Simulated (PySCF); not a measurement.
# Exact mass, isotope pattern and composition

Species: `C=COc1ccccc1`.

Calculated for natural abundance.

Question: Find the molar and monoisotopic masses of C8H8O.

Answer: For C8H8O, with standard atomic weights, 8 × 12.011 + 1 × 15.999 + 8 × 1.008 = 120.151 g/mol. From the most abundant isotopes (12C, 16O, 1H), 8 × 12.000000 + 1 × 15.994915 + 8 × 1.007825 = 120.0575 u.

Question: What cluster does the molecular ion M+• show when like nominal masses merge?

Answer: 
```json
{"nominal mass": "120", "m/z (centroid)": "120.0570", "relative intensity": "100.0"}
{"nominal mass": "121", "m/z (centroid)": "121.0604", "relative intensity": "8.8"}
{"nominal mass": "122", "m/z (centroid)": "122.0628", "relative intensity": "0.5"}
```

Lines under 0.1 % of the tallest are left out. One electron mass, 0.00055 u, is taken off.

Question: Elemental analysis, calculated?

Answer: C 79.97 %, O 13.32 %, H 6.71 %.

Question: What resolving power m/Δm just matches the spacing of the species with one 13C and with one 2H?

Answer: They lie 0.00292 u apart at mass 121.06, so m/Δm is about 41000.

Question: How much CO2 and H2O would complete combustion of 10.00 mg give?

Answer: 83.23 μmol of compound give 29.30 mg CO2 and 6.00 mg H2O.
